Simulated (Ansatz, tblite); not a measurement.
Removing and adding an electron: `CN(C)c1ccc(-c2ccc(-c3ccc(-c4ccc(C#N)[se]4)[se]3)[se]2)[se]1`. Total charge 0; singlet. Geometry: r2SCAN-D4/def2-SVP. Ansatz, gas phase; energy differences of separate SCF runs; the oxidised species was run as a doublet alone; the reduced species was run as a doublet alone.

The xTB rows come from tblite. Single mean-field runs in def2-TZVP are fitted with def2-universal-jkfit.

```
            level  −HOMO (eV)  vertical IE (eV)  −LUMO (eV)  vertical EA (eV)  HOMO–LUMO gap (eV)  IE − EA (eV)
         GFN1-xTB        9.79             11.45        8.49              6.82                1.30          4.64
         GFN2-xTB        9.42             11.02        8.21              6.66                1.21          4.36
 PBE-D4/def2-TZVP        4.38              5.94        3.04              1.58                1.33          4.36
PBE0-D4/def2-TZVP        5.08              6.12        2.57              1.59                2.51          4.53
```

 Raw xTB energy differences between charge states are shifted by several eV; the methods need an empirical correction for them. Sets without diffuse functions give affinities that are too small.
